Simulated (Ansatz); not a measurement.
C$_{2}$H$_{6}$BrNSi, SMILES `C[Si]1(Br)CN1`, 11 atoms. The species carries charge 0 and has multiplicity 1. Correlated methods include outer-core shells of Br, which these sets cover unevenly. Scalar relativity is left out up to krypton. All runs use 4 threads of an Arm Neoverse V1 on a shared host. Correlated methods freeze the cores.

Question: Give the basis size and wall time and peak host memory of each of these runs in Ansatz. RKS PBE0-D4/def2-SVP energy; RKS ωB97M-V/def2-QZVPP energy; RHF-MP2/def2-QZVPP energy; direct RPA on PBE orbitals/def2-TZVPP energy; RHF-CCSD(T)/def2-SVP energy; RKS PBE0-D4/def2-TZVP frequencies; RKS PBE0-D4/def2-TZVP relaxation (11 steps); RKS ωB97M-V/def2-SVP energy; RKS r2SCANh-D4/def2-TZVPP energy; RHF-CCSD(T)/def2-TZVPP energy; RKS BHLYP-D4/def2-TZVPP energy; RKS PBE0-D4/def2-QZVPP energy. (Estimate.)

Answer: Ansatz gave: Other jobs shared the machine, so times are rough.

| level | job | functions | wall time | peak host memory (GiB) |
| --- | --- | --- | --- | --- |
| RKS PBE0-D4/def2-SVP | energy | 122 | 1.8 s | 0.29 |
| RKS BHLYP-D4/def2-TZVPP | energy | 267 | 5.5 s | 0.87 |
| RKS ωB97M-V/def2-SVP | energy | 122 | 7.5 s | 0.42 |
| direct RPA on PBE orbitals/def2-TZVPP | energy | 267 | 8 s | 0.69 |
| RKS r2SCANh-D4/def2-TZVPP | energy | 267 | 8.5 s | 0.85 |
| RHF-CCSD(T)/def2-SVP | energy | 122 | 13 s | 0.7 |
| RKS PBE0-D4/def2-QZVPP | energy | 510 | 14 s | 2.3 |
| RKS ωB97M-V/def2-QZVPP | energy | 510 | 32 s | 2.7 |
| RHF-MP2/def2-QZVPP | energy | 510 | 36 s | 3.6 |
| RKS PBE0-D4/def2-TZVP | relaxation (11 steps) | 214 | 60 s | 0.67 |
| RKS PBE0-D4/def2-TZVP | frequencies | 214 | 4.1 min | 0.68 |
| RHF-CCSD(T)/def2-TZVPP | energy | 267 | 6.3 min | 6.8 |
